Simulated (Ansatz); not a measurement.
Born–Oppenheimer molecular dynamics of C₂H₆AlClO₂ (12 atoms, charge 0, multiplicity 1). It starts from a relaxed structure.

These are results of RKS PBE/STO-3G (Ansatz 0.2.0), not measurements.

```
ensemble                      : NVE (velocity Verlet)
time step                     : 0.5 fs
steps asked                   : 346
starting velocities drawn for : 400 K
seed                          : 842684
```

First frame:

```xyz
12
Properties=species:S:1:pos:R:3
O -1.044 -0.319 -0.726
C 0.079 -1.341 -0.416
C 0.898 -0.606 0.676
Al -0.246 0.956 0.514
O 0.191 2.184 -0.613
Cl -1.647 1.458 2.014
H -0.821 0.040 -1.671
H -0.453 -2.258 -0.068
H 0.620 -1.567 -1.363
H 1.948 -0.471 0.366
H 0.875 -1.155 1.631
H -0.324 3.024 -0.311
```

Problem. How far do the bonds stretch over the last three quarters of this one trajectory? (Pairs bonded in most of those frames.)

Solution. 
| bond | mean (Å) | spread (Å) | shortest | longest |
| --- | --- | --- | --- | --- |
| O1–C2 | 1.550 | 0.026 | 1.50 | 1.60 |
| O1–Al4 | 1.963 | 0.036 | 1.89 | 2.02 |
| O1–H7 | 1.035 | 0.011 | 1.01 | 1.05 |
| C2–C3 | 1.549 | 0.019 | 1.51 | 1.58 |
| C2–H8 | 1.117 | 0.024 | 1.08 | 1.15 |
| C2–H9 | 1.117 | 0.024 | 1.08 | 1.15 |
| C3–Al4 | 1.946 | 0.033 | 1.88 | 2.00 |
| C3–H10 | 1.105 | 0.010 | 1.08 | 1.12 |
| C3–H11 | 1.103 | 0.010 | 1.09 | 1.12 |
| Al4–O5 | 1.725 | 0.029 | 1.68 | 1.77 |
| Al4–Cl6 | 2.119 | 0.029 | 2.07 | 2.18 |
| O5–H12 | 1.033 | 0.022 | 1.00 | 1.07 |

Pairs bonded in part of these frames only: C2–Al4 8 %.

Mean temperature of the second half: 192 K. The conserved energy stayed within 0.21 meV per atom of its start (net change 0.16 meV per atom), so the integration is sound. Over the second half the temperature averaged 0.48 of the 400 K drawn at the start: a run that starts near a minimum puts about half its kinetic energy into the potential. A run of 0.17 ps of so small a system gives no equilibrium averages. Limits of this set-up: minimal basis.

The run took 15 min on 1 thread of Arm Neoverse V2, with other jobs on the host, peak memory 0.1 GiB.
